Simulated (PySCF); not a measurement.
C3H6FNSi, SMILES [C@@H](C#C)(N)[SiH2]F.

The structure is a stationary point at PBE-D3(BJ)/def2-SVP. The structure was generated by enumeration; whether it is a known compound was not checked. The values are those of a single conformer.

Vertical ionisation energy (IE) and electron affinity (EA) in eV. Rows of orbital energies are one-electron estimates. Where ΔSCF, EOM or ADC give a negative EA the extra electron is unbound and the value depends on the basis.

| level | IE | EA |
|---|---|---|
| −ε(HOMO), −ε(LUMO), r2SCAN/def2-TZVP (PySCF) | 5.86 | 0.83 |
| −ε(HOMO), −ε(LUMO), PBE/def2-TZVP (PySCF) | (withheld) | (withheld) |

Question: What belongs in the gaps? (Estimate from the structure and the level; the computed values follow.)

Answer: 
- −ε(HOMO), −ε(LUMO), PBE/def2-TZVP (PySCF), IE: 5.61
- −ε(HOMO), −ε(LUMO), PBE/def2-TZVP (PySCF), EA: 1.16
